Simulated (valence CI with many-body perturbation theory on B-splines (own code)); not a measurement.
Results of a calculation; reference values are marked as such.
## From CI to CI+MBPT in Hg⁶⁵⁺

Level of theory: relativistic CI+MBPT: five valence electrons over a frozen Dirac-Fock core [Ne], a basis of 9 s, 9 p, 8 d, 6 f, 3 g, 1 h functions for each j, with the one-electron correlation potential Σ1 (screened to all orders), the two-electron term Σ2, the three-electron term Σ3, Breit, model QED; selected single and double excitations, second order for the rest (own B-spline code, finite nucleus).

No measured spectrum was set against this ion. As an estimate, large intervals hold to a few tenths of a per cent, small ones and those within an open d or f shell to about a per cent. Among the levels kept, up to 630 cm⁻¹ of a level comes from second order outside the variational space, and about a tenth of that is noise between levels of different J, which matters for small intervals.

Each rung adds one term. CI alone is the Dirac-Coulomb CI over the frozen core; QED comes last and gives the full result, which names the levels. Energies are above (3s^2 3p1/2^2 3p3/2) J=3/2 on the same rung, in eV.

Levels are named by their leading jj configuration (3d3/2^4 stands for four electrons in 3d with j = 3/2), which in mixed levels can hold well under half, so a name can repeat and another be missing. Letters in brackets count levels of one name in rising energy.

```
                             Level  CI alone    + Σ1    + Σ2    + Σ3  + Breit    Full
        (3s^2 3p1/2^2 3d3/2) J=3/2    256.85  256.58  256.26  256.10   255.26  253.99
        (3s^2 3p1/2^2 3d5/2) J=5/2    391.64  391.56  391.08  390.83   386.83  385.85
        (3s^2 3p1/2 3p3/2^2) J=3/2    507.38  507.61  507.84  507.86   501.89  502.37
        (3s^2 3p1/2 3p3/2^2) J=5/2    521.03  521.26  521.45  521.44   514.66  515.14
        (3s^2 3p1/2 3p3/2^2) J=1/2    537.15  537.39  537.54  537.50   531.75  532.22
        (3s 3p1/2^2 3p3/2^2) J=5/2    707.27  707.21  707.28  707.41   705.67  700.48
        (3s 3p1/2^2 3p3/2^2) J=3/2    738.87  738.82  738.70  738.75   735.69  731.99
        (3s 3p1/2^2 3p3/2^2) J=1/2    741.58  741.53  741.46  741.52   740.08  735.37
(3s^2 3p1/2 3p3/2 3d3/2) J=5/2 [a]    761.82  761.79  761.70  761.59   753.92  753.13
(3s^2 3p1/2 3p3/2 3d3/2) J=1/2 [a]    764.71  764.68  764.59  764.48   757.85  757.02
(3s^2 3p1/2 3p3/2 3d3/2) J=3/2 [a]    765.92  765.88  765.72  765.61   758.94  757.65
    (3s^2 3p1/2 3p3/2 3d3/2) J=7/2    776.19  776.16  776.07  775.91   767.37  766.60
(3s^2 3p1/2 3p3/2 3d3/2) J=5/2 [b]    809.00  808.96  808.38  808.09   800.88  799.93
(3s^2 3p1/2 3p3/2 3d3/2) J=1/2 [b]    820.59  820.55  819.82  819.55   813.66  812.23
(3s^2 3p1/2 3p3/2 3d3/2) J=3/2 [b]    822.71  822.67  821.73  821.45   815.87  813.85
(3s^2 3p1/2 3p3/2 3d5/2) J=7/2 [a]    880.68  880.84  880.79  880.67   870.65  870.18
    (3s^2 3p1/2 3p3/2 3d5/2) J=9/2    896.30  896.46  896.41  896.23   884.74  884.27
(3s^2 3p1/2 3p3/2 3d5/2) J=3/2 [a]    895.33  895.48  895.22  895.05   885.34  884.79
(3s^2 3p1/2 3p3/2 3d5/2) J=5/2 [a]    899.84  900.00  899.78  899.58   889.04  888.54
```

**Question.** How does the ionisation energy move along the ladder, and which term matters most?

**Answer.** CI alone 7355.4, + Σ1 7356.4, + Σ2 7356.6, + Σ3 7356.1, + Breit 7349.4, + QED 7348.5 eV. The largest step is Breit, -6.7 eV. NIST lists 7350 ± 30 eV (theoretical).
